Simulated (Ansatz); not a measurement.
These are B3LYP-D3(BJ)/def2-SVP (Ansatz, a quantum-chemistry and plane-wave program) values and carry that method's errors. No frequencies were computed at this level.

Ansatz 0.2 input:
```yaml
crystal:
  periodic: [false, false, false]
  atoms:
    - { symbol: B, position_ang: [0.012934, -0.053354, 0.02208] }
    - { symbol: C, position_ang: [-0.189931, 1.443889, -0.618221] }
    - { symbol: H, position_ang: [0.304865, 1.552983, -1.582769] }
    - { symbol: H, position_ang: [0.195409, 2.225004, 0.036307] }
    - { symbol: H, position_ang: [-1.246623, 1.64343, -0.771669] }
    - { symbol: C, position_ang: [-0.679113, -0.179995, 1.491863] }
    - { symbol: H, position_ang: [-1.757062, -0.275151, 1.382944] }
    - { symbol: H, position_ang: [-0.519915, 0.687446, 2.133191] }
    - { symbol: H, position_ang: [-0.345487, -1.063343, 2.037763] }
    - { symbol: C, position_ang: [-0.509611, -1.227684, -0.986951] }
    - { symbol: H, position_ang: [-0.340314, -1.014179, -2.042149] }
    - { symbol: H, position_ang: [-1.582655, -1.363572, -0.877003] }
    - { symbol: H, position_ang: [-0.049449, -2.192082, -0.769124] }
    - { symbol: C, position_ang: [4.363708, -0.213787, 0.295965] }
    - { symbol: C, position_ang: [3.596045, 0.098222, 1.406926] }
    - { symbol: C, position_ang: [2.218697, 0.107367, 1.294039] }
    - { symbol: N, position_ang: [1.589602, -0.172423, 0.155316] }
    - { symbol: C, position_ang: [2.323506, -0.46883, -0.916148] }
    - { symbol: C, position_ang: [3.703175, -0.500018, -0.89] }
    - { symbol: H, position_ang: [5.441075, -0.23282, 0.351101] }
    - { symbol: H, position_ang: [4.057579, 0.330671, 2.353616] }
    - { symbol: H, position_ang: [1.594444, 0.347005, 2.138355] }
    - { symbol: H, position_ang: [1.778543, -0.684831, -1.820027] }
    - { symbol: H, position_ang: [4.251575, -0.746758, -1.785292] }
basis:
  gaussian: { orbitals: def2-svp }
hamiltonian:
  xc: b3lyp
  dispersion: d3bj
relax:
  max_steps: 150
```

Output:

```
[...]
2430 factors; integrals over basis functions are off by at most 4.4e-4 eV
mean field -10684.06395660 eV, -392.6321084865 hartree, gradient 2.6e-5 eV, S^2 0.000000; 0 other end points of the search recorded, 0 dependent functions left out
reference -10684.06426555 eV, -392.6321198401 hartree; 37, 37 occupied and 173, 173 virtual orbitals, 2430 factors
relax step   4: F+E_penalty+E_count = -10685.21596992 eV  Δ(F+E_penalty+E_count) = -1.936e-3 eV  max|allowed force component| = 1.327e-1 eV/Å  Δτ_max = 0.0515 Å  (31 SCF iters, accepted)
these checks for a lower state are left out or cut short: starts, cluster_reference, orbital_swaps, neighbouring_geometries, increment
2430 factors; integrals over basis functions are off by at most 4.4e-4 eV
mean field -10684.07102799 eV, -392.6323683553 hartree, gradient 2.4e-5 eV, S^2 0.000000; 0 other end points of the search recorded, 0 dependent functions left out
reference -10684.07133714 eV, -392.6323797162 hartree; 37, 37 occupied and 173, 173 virtual orbitals, 2430 factors
relax step   5: F+E_penalty+E_count = -10685.22198357 eV  Δ(F+E_penalty+E_count) = -6.014e-3 eV  max|allowed force component| = 3.288e-2 eV/Å  Δτ_max = 0.0408 Å  (31 SCF iters, accepted)
these checks for a lower state are left out or cut short: starts, cluster_reference, orbital_swaps, neighbouring_geometries, increment
2430 factors; integrals over basis functions are off by at most 4.4e-4 eV
mean field -10684.07132708 eV, -392.6323793465 hartree, gradient 2.4e-5 eV, S^2 0.000000; 0 other end points of the search recorded, 0 dependent functions left out
reference -10684.07163622 eV, -392.6323907073 hartree; 37, 37 occupied and 173, 173 virtual orbitals, 2430 factors
relax step   6: F+E_penalty+E_count = -10685.22210358 eV  Δ(F+E_penalty+E_count) = -1.200e-4 eV  max|allowed force component| = 5.968e-2 eV/Å  Δτ_max = 0.0206 Å  (31 SCF iters, accepted)
these checks for a lower state are left out or cut short: starts, cluster_reference, orbital_swaps, neighbouring_geometries, increment
2430 factors; integrals over basis functions are off by at most 4.4e-4 eV
mean field -10684.07177350 eV, -392.6323957523 hartree, gradient 1.4e-5 eV, S^2 0.000000; 0 other end points of the search recorded, 0 dependent functions left out
reference -10684.07208269 eV, -392.6324071146 hartree; 37, 37 occupied and 173, 173 virtual orbitals, 2430 factors
relax step   7: F+E_penalty+E_count = -10685.22249406 eV  Δ(F+E_penalty+E_count) = -3.905e-4 eV  max|allowed force component| = 1.555e-2 eV/Å  Δτ_max = 0.0107 Å  (26 SCF iters, accepted)
these checks for a lower state are left out or cut short: starts, cluster_reference, orbital_swaps, neighbouring_geometries, increment
2430 factors; integrals over basis functions are off by at most 4.4e-4 eV
mean field evaluation 64: about -10684.0719 eV, gradient 3.6e-4 eV
mean field -10684.07192181 eV, -392.6324012025 hartree, gradient 2.3e-5 eV, S^2 0.000000; 0 other end points of the search recorded, 0 dependent functions left out
reference -10684.07223102 eV, -392.6324125658 hartree; 37, 37 occupied and 173, 173 virtual orbitals, 2430 factors
relax step   8: F+E_penalty+E_count = -10685.22270769 eV  Δ(F+E_penalty+E_count) = -2.136e-4 eV  max|allowed force component| = 3.805e-3 eV/Å  Δτ_max = 0.0167 Å  (31 SCF iters, accepted)
these checks for a lower state are left out or cut short: starts, cluster_reference, orbital_swaps, neighbouring_geometries, increment
2430 factors; integrals over basis functions are off by at most 4.4e-4 eV
mean field -10684.07262234 eV, -392.6324269464 hartree, gradient 2.5e-5 eV, S^2 0.000000; 0 other end points of the search recorded, 0 dependent functions left out
reference -10684.07293255 eV, -392.6324383465 hartree; 37, 37 occupied and 173, 173 virtual orbitals, 2430 factors
relax step   9: F+E_penalty+E_count = -10685.22287682 eV  Δ(F+E_penalty+E_count) = -1.691e-4 eV  max|allowed force component| = 1.046e-1 eV/Å  Δτ_max = 0.1337 Å  (30 SCF iters, accepted)
these checks for a lower state are left out or cut short: starts, cluster_reference, orbital_swaps, neighbouring_geometries, increment
2430 factors; integrals over basis functions are off by at most 4.4e-4 eV
mean field -10684.07354796 eV, -392.6324609624 hartree, gradient 2.6e-5 eV, S^2 0.000000; 0 other end points of the search recorded, 0 dependent functions left out
reference -10684.07385796 eV, -392.6324723545 hartree; 37, 37 occupied and 173, 173 virtual orbitals, 2430 factors
relax step  10: F+E_penalty+E_count = -10685.22386830 eV  Δ(F+E_penalty+E_count) = -9.915e-4 eV  max|allowed force component| = 5.039e-2 eV/Å  Δτ_max = 0.0287 Å  (31 SCF iters, accepted)
these checks for a lower state are left out or cut short: starts, cluster_reference, orbital_swaps, neighbouring_geometries, increment
2430 factors; integrals over basis functions are off by at most 4.4e-4 eV
mean field -10684.07413048 eV, -392.6324823695 hartree, gradient 2.4e-5 eV, S^2 0.000000; 0 other end points of the search recorded, 0 dependent functions left out
reference -10684.07444062 eV, -392.6324937670 hartree; 37, 37 occupied and 173, 173 virtual orbitals, 2430 factors
relax step  11: F+E_penalty+E_count = -10685.22463253 eV  Δ(F+E_penalty+E_count) = -7.642e-4 eV  max|allowed force component| = 2.901e-2 eV/Å  Δτ_max = 0.0391 Å  (30 SCF iters, accepted)
these checks for a lower state are left out or cut short: starts, cluster_reference, orbital_swaps, neighbouring_geometries, increment
2430 factors; integrals over basis functions are off by at most 4.4e-4 eV
mean field -10684.07540679 eV, -392.6325292732 hartree, gradient 1.5e-5 eV, S^2 0.000000; 0 other end points of the search recorded, 0 dependent functions left out
reference -10684.07571722 eV, -392.6325406812 hartree; 37, 37 occupied and 173, 173 virtual orbitals, 2430 factors
relax step  12: F+E_penalty+E_count = -10685.22471029 eV  Δ(F+E_penalty+E_count) = -7.776e-5 eV  max|allowed force component| = 1.285e-1 eV/Å  Δτ_max = 0.1992 Å  (30 SCF iters, accepted)
these checks for a lower state are left out or cut short: starts, cluster_reference, orbital_swaps, neighbouring_geometries, increment
2430 factors; integrals over basis functions are off by at most 4.4e-4 eV
mean field evaluation 96: about -10684.0017 eV, gradient 1.4e-2 eV
mean field -10684.07607234 eV, -392.6325537315 hartree, gradient 2.6e-5 eV, S^2 0.000000; 0 other end points of the search recorded, 0 dependent functions left out
reference -10684.07638252 eV, -392.6325651306 hartree; 37, 37 occupied and 173, 173 virtual orbitals, 2430 factors
relax step  13: F+E_penalty+E_count = -10685.22674792 eV  Δ(F+E_penalty+E_count) = -2.038e-3 eV  max|allowed force component| = 6.922e-2 eV/Å  Δτ_max = 0.0393 Å  (30 SCF iters, accepted)
these checks for a lower state are left out or cut short: starts, cluster_reference, orbital_swaps, neighbouring_geometries, increment
2430 factors; integrals over basis functions are off by at most 4.4e-4 eV
mean field -10684.07690721 eV, -392.6325844127 hartree, gradient 2.7e-5 eV, S^2 0.000000; 0 other end points of the search recorded, 0 dependent functions left out
reference -10684.07721726 eV, -392.6325958066 hartree; 37, 37 occupied and 173, 173 virtual orbitals, 2430 factors
relax step  14: F+E_penalty+E_count = -10685.22751999 eV  Δ(F+E_penalty+E_count) = -7.721e-4 eV  max|allowed force component| = 3.189e-2 eV/Å  Δτ_max = 0.0262 Å  (31 SCF iters, accepted)
these checks for a lower state are left out or cut short: starts, cluster_reference, orbital_swaps, neighbouring_geometries, increment
2430 factors; integrals over basis functions are off by at most 4.4e-4 eV
mean field -10684.07747555 eV, -392.6326052987 hartree, gradient 2.6e-5 eV, S^2 0.000000; 0 other end points of the search recorded, 0 dependent functions left out
reference -10684.07778522 eV, -392.6326166787 hartree; 37, 37 occupied and 173, 173 virtual orbitals, 2430 factors
relax step  15: F+E_penalty+E_count = -10685.22840792 eV  Δ(F+E_penalty+E_count) = -8.879e-4 eV  max|allowed force component| = 3.395e-2 eV/Å  Δτ_max = 0.0775 Å  (30 SCF iters, accepted)
these checks for a lower state are left out or cut short: starts, cluster_reference, orbital_swaps, neighbouring_geometries, increment
2430 factors; integrals over basis functions are off by at most 4.4e-4 eV
mean field -10684.07710167 eV, -392.6325915588 hartree, gradient 1.0e-5 eV, S^2 0.000000; 0 other end points of the search recorded, 0 dependent functions left out
reference -10684.07741186 eV, -392.6326029583 hartree; 37, 37 occupied and 173, 173 virtual orbitals, 2430 factors
relax step  16: F+E_penalty+E_count = -10685.22695070 eV  Δ(F+E_penalty+E_count) = +1.457e-3 eV  max|allowed force component| = 1.132e-1 eV/Å  Δτ_max = 0.1683 Å  (30 SCF iters, rejected (line search))
these checks for a lower state are left out or cut short: starts, cluster_reference, orbital_swaps, neighbouring_geometries, increment
2430 factors; integrals over basis functions are off by at most 4.4e-4 eV
mean field evaluation 128: about -10684.0785 eV, gradient 2.5e-5 eV
mean field -10684.07849828 eV, -392.6326428833 hartree, gradient 2.5e-5 eV, S^2 0.000000; 0 other end points of the search recorded, 0 dependent functions left out
reference -10684.07880797 eV, -392.6326542642 hartree; 37, 37 occupied and 173, 173 virtual orbitals, 2430 factors
relax step  17: F+E_penalty+E_count = -10685.22890064 eV  Δ(F+E_penalty+E_count) = -4.927e-4 eV  max|allowed force component| = 3.083e-2 eV/Å  Δτ_max = 0.0821 Å  (30 SCF iters, accepted)
these checks for a lower state are left out or cut short: starts, cluster_reference, orbital_swaps, neighbouring_geometries, increment
2430 factors; integrals over basis functions are off by at most 4.4e-4 eV
mean field -10684.07849133 eV, -392.6326426279 hartree, gradient 2.0e-5 eV, S^2 0.000000; 0 other end points of the search recorded, 0 dependent functions left out
reference -10684.07880101 eV, -392.6326540084 hartree; 37, 37 occupied and 173, 173 virtual orbitals, 2430 factors
relax step  18: F+E_penalty+E_count = -10685.22903160 eV  Δ(F+E_penalty+E_count) = -1.310e-4 eV  max|allowed force component| = 2.241e-2 eV/Å  Δτ_max = 0.0307 Å  (30 SCF iters, accepted)
these checks for a lower state are left out or cut short: starts, cluster_reference, orbital_swaps, neighbouring_geometries, increment
2430 factors; integrals over basis functions are off by at most 4.4e-4 eV
mean field -10684.07855166 eV, -392.6326448449 hartree, gradient 2.4e-5 eV, S^2 0.000000; 0 other end points of the search recorded, 0 dependent functions left out
reference -10684.07886133 eV, -392.6326562252 hartree; 37, 37 occupied and 173, 173 virtual orbitals, 2430 factors
relax step  19: F+E_penalty+E_count = -10685.22910122 eV  Δ(F+E_penalty+E_count) = -6.962e-5 eV  max|allowed force component| = 6.590e-3 eV/Å  Δτ_max = 0.0164 Å  (25 SCF iters, accepted)
2430 factors; integrals over basis functions are off by at most 4.4e-4 eV
mean field evaluation 160: about -10684.0786 eV, gradient 2.0e-4 eV
mean field -10684.07855166 eV, -392.6326448449 hartree, gradient 2.4e-5 eV, S^2 0.000000; 1 other end points of the search recorded, 0 dependent functions left out
reference -10684.07886133 eV, -392.6326562252 hartree; 37, 37 occupied and 173, 173 virtual orbitals, 2430 factors
Total energy: -10685.22941089 eV, -392.6749381418 hartree
Atom 0 at    -0.039315    -0.014800     0.010806 Å, force    -0.003650    -0.000476     0.001449 eV/Å
Atom 1 at    -0.316507     1.373772    -0.796872 Å, force     0.005087    -0.000986     0.001262 eV/Å
Atom 2 at     0.103384     1.398463    -1.819672 Å, force    -0.000743    -0.000387    -0.001473 eV/Å
Atom 3 at     0.066966     2.263134    -0.263662 Å, force    -0.000054     0.000910     0.000207 eV/Å
Atom 4 at    -1.405553     1.515719    -0.909199 Å, force    -0.001025    -0.001427     0.000241 eV/Å
Atom 5 at    -0.678282     0.007911     1.502530 Å, force    -0.001394     0.000053     0.002959 eV/Å
Atom 6 at    -1.775734     0.065878     1.403880 Å, force    -0.000766     0.000169     0.000625 eV/Å
Atom 7 at    -0.382182     0.882960     2.111701 Å, force     0.000737    -0.000264    -0.000280 eV/Å
Atom 8 at    -0.474931    -0.902076     2.098480 Å, force    -0.000300     0.000911    -0.001510 eV/Å
Atom 9 at    -0.471961    -1.348560    -0.820362 Å, force    -0.000099     0.000060    -0.002187 eV/Å
Atom 10 at    -0.058523    -1.404022    -1.844639 Å, force    -0.000100     0.001303     0.000670 eV/Å
Atom 11 at    -1.570170    -1.362157    -0.933132 Å, force     0.001616    -0.001055     0.000911 eV/Å
Atom 12 at    -0.193538    -2.285288    -0.303267 Å, force    -0.000003     0.000440     0.000030 eV/Å
Atom 13 at     4.411835    -0.259029     0.299437 Å, force     0.001725    -0.003997     0.001849 eV/Å
Atom 14 at     3.638699    -0.216795     1.458290 Å, force    -0.003090     0.005186     0.000649 eV/Å
Atom 15 at     2.251661    -0.141746     1.345506 Å, force     0.000994    -0.005880     0.000630 eV/Å
Atom 16 at     1.632258    -0.109347     0.155423 Å, force     0.000884    -0.000116    -0.005565 eV/Å
Atom 17 at     2.374330    -0.150638    -0.966377 Å, force     0.000838     0.006590     0.003780 eV/Å
Atom 18 at     3.761155    -0.225107    -0.936760 Å, force    -0.002076    -0.000115    -0.004989 eV/Å
Atom 19 at     5.500994    -0.317874     0.355668 Å, force     0.000616     0.001009    -0.000774 eV/Å
Atom 20 at     4.095343    -0.240306     2.448900 Å, force     0.001648    -0.001409     0.000942 eV/Å
Atom 21 at     1.605258    -0.106700     2.220475 Å, force    -0.001984     0.002437    -0.000735 eV/Å
Atom 22 at     1.817802    -0.120586    -1.902547 Å, force    -0.000822    -0.002282     0.000957 eV/Å
Atom 23 at     4.318012    -0.255618    -1.874497 Å, force     0.001962    -0.000674     0.000351 eV/Å
Dipole moment:     1.253492    -0.069515     0.094541 e Å
```

Cost: roughly 7 core-minutes.
